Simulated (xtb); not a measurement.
C2H6ClFSi2, SMILES F[SiH2]/C=C(\Cl)[SiH3]. All values are semi-empirical tight-binding results from xtb (GFN2-xTB unless named), good for trends rather than for accurate numbers. The structure is a stationary point at GFN2-xTB. The structure was generated by enumeration; whether it is a known compound was not checked. Other conformers were not sampled.

Optimised geometry:

```xyz
12

F     -3.1114     0.2468    -1.0498
Si    -2.0226     0.1554     0.1381
C     -0.3598     0.0303    -0.7270
C      0.8116    -0.0625    -0.1074
Si     2.5450    -0.1931    -0.8624
Cl     0.8234    -0.0708     1.6325
H     -2.3666    -1.0513     0.8750
H     -2.1752     1.3923     0.8892
H     -0.3355     0.0323    -1.8088
H      3.1406    -1.4446    -0.3974
H      2.3960    -0.1823    -2.3173
H      3.3207     0.9557    -0.3979
```
Charge 0, spin multiplicity 1.

Computed properties:
```
Quantity                                        Value
--------------------------------------  -------------
point group as xtb finds it                        Cs
orbital gap                                   3.56 eV
dipole moment                                  1.77 D
zero-point energy                       40.8 kcal/mol
G − E(el) at 298.15 K (modified RRHO)   18.5 kcal/mol
static polarisability (D4 model)           95.9 bohr³
solvation energy, GFN2-xTB/ALPB(water)   0.2 kcal/mol
solvation energy, GFN2-xTB/ALPB(thf)    -4.1 kcal/mol
```

Computed atomic charges and the Wiberg bond orders between heavy atoms:
charges (e) F1 -0.29, Si2 0.55, C3 -0.15, C4 -0.03, Si5 0.45, Cl6 -0.20, H7 -0.07, H8 -0.07, H9 0.05, H10 -0.08, H11 -0.09, H12 -0.08. Bond orders F1–Si2 1.07, Si2–C3 0.89, C3–C4 1.91, C4–Si5 0.86, C4–Cl6 0.98.
